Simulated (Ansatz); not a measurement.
Reactions of ClGeH₅O₂Si (`O[SiH](Cl)[O][GeH3]`).

Calculated with Ansatz (gas phase, PBE0-D4/def2-TZVP geometries, no zero-point term in ΔE). CCSD(T)/CBS adds triple-zeta CCSD(T) − MP2 to the extrapolated MP2 energy (def2 sets, frozen cores). This one scheme is used for every species, atoms too. DFT in def2-TZVPP. B3LYP here is the variant with VWN-RPA as its local correlation; programs differ in this. No spin–orbit coupling; open shells (•) take unrestricted orbitals. Spin–orbit coupling would lower the free atoms: a little for Cl, O, Si; clearly for Ge. For Br, Ge outer-core shells are correlated without core-valence functions, so the limit isn't a true one: a few kJ/mol of doubt a bond, and 10 to 20 or more in all where bonds break to atoms. Scalar relativity is left out up to krypton. Each species was taken in one conformer, which may not be the lowest.

| reaction | PBE0-D4 (eV) | PBE-D4 (eV) | B3LYP-D4 (eV) | CCSD(T)/CBS(def2) (eV) |
| --- | --- | --- | --- | --- |
| `O[SiH](Cl)[O][GeH3]` + `N[SiH](O)Cl` → `O[Si@@H](Cl)N[Si@@H](O)Cl` + `[OH][GeH3]` | 0.54 | 0.51 | 0.58 | 0.60 |
| `O[SiH](Cl)[O][GeH3]` + `CB(N)[SiH3]` → `N[B]([SiH3])[GeH3]` + `CO[SiH](O)Cl` | 1.35 | 1.29 | 1.41 | 1.42 |
| `O[SiH](Cl)[O][GeH3]` + HBr → `O[SiH](Cl)Br` + `[OH][GeH3]` | 0.31 | 0.26 | 0.43 | 0.40 |
| `O[SiH](Cl)[O][GeH3]` + `C[SiH3]` → `C[SiH2][SiH](O)Cl` + `[OH][GeH3]` | 1.31 | 1.20 | 1.46 | 1.49 |
| `O[SiH](Cl)[O][GeH3]` + `N[SiH](O)O` → `O[SiH](O)N[SiH](O)Cl` + `[OH][GeH3]` | 0.46 | 0.43 | 0.51 | 0.53 |
| `O[SiH](Cl)[O][GeH3]` → `[O][GeH3]`• + `O[SiH]Cl`• | 5.77 | 5.65 | 5.76 | 6.18 |
| `O[SiH](Cl)[O][GeH3]` + CH₃OH → `CO[SiH](O)Cl` + `[OH][GeH3]` | 0.19 | 0.16 | 0.19 | 0.20 |
| `O[SiH](Cl)[O][GeH3]` + `OB(O)Cl` → `O[SiH](Cl)Cl` + `OB(O)[O][GeH3]` | -0.20 | -0.20 | -0.18 | -0.18 |
| `O[SiH](Cl)[O][GeH3]` → Cl• + Ge• + 5 H• + 2 O• + Si• | 34.91 | 35.45 | 35.14 | 35.77 |
| `O[SiH](Cl)[O][GeH3]` + HCl → `Cl[SiH](Cl)[O][GeH3]` + H₂O | 0.03 | 0.02 | 0.10 | 0.07 |

Largest T1 diagnostic: 0.015, for `[O][GeH3]`•.
